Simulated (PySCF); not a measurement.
# Cr⁺ (chromium, charge +1) across methods

[Ar] 3d4 4s1, high-spin 6D determinant (an excited configuration). All numbers are calculated (PySCF 2.14, no relativity, point nucleus, in def2-TZVPPD).

| method | E (hartree) | mean ε 3p β (eV) | mean ε 3d α (eV) | mean ε 4s α (eV) | Σ⟨r²⟩ (bohr²) | ⟨S²⟩ |
| --- | --- | --- | --- | --- | --- | --- |
| wB97X-V | -1043.965 | -59.699 | -19.817 | -14.395 | 27.14 | 8.750 |
| UHF | -1043.07952 | -63.847 | -23.419 | -14.205 | 27.16 | 8.751 |
| LDA | -1041.827 | -54.488 | -15.539 | -12.219 | 27.09 | 8.750 |
| r2SCAN | -1044.084 | -55.086 | -15.798 | -12.212 | 26.98 | 8.751 |
| TPSS | -1044.133 | -54.649 | -15.376 | -11.897 | 27.14 | 8.750 |
| wB97X | -1044.094 | -59.601 | -19.739 | -14.281 | 27.11 | 8.750 |
| PBE | -1043.862 | -54.357 | -15.370 | -11.971 | 27.16 | 8.750 |
| wB97M-V | -1044.042 | -59.747 | -19.908 | -14.429 | 27.23 | 8.750 |

Estimate the same row for PBE0.

E (hartree) = -1043.904; mean ε 3p β (eV) = -57.073; mean ε 3d α (eV) = -17.509; mean ε 4s α (eV) = -12.612; Σ⟨r²⟩ (bohr²) = 27.03; ⟨S²⟩ = 8.750.
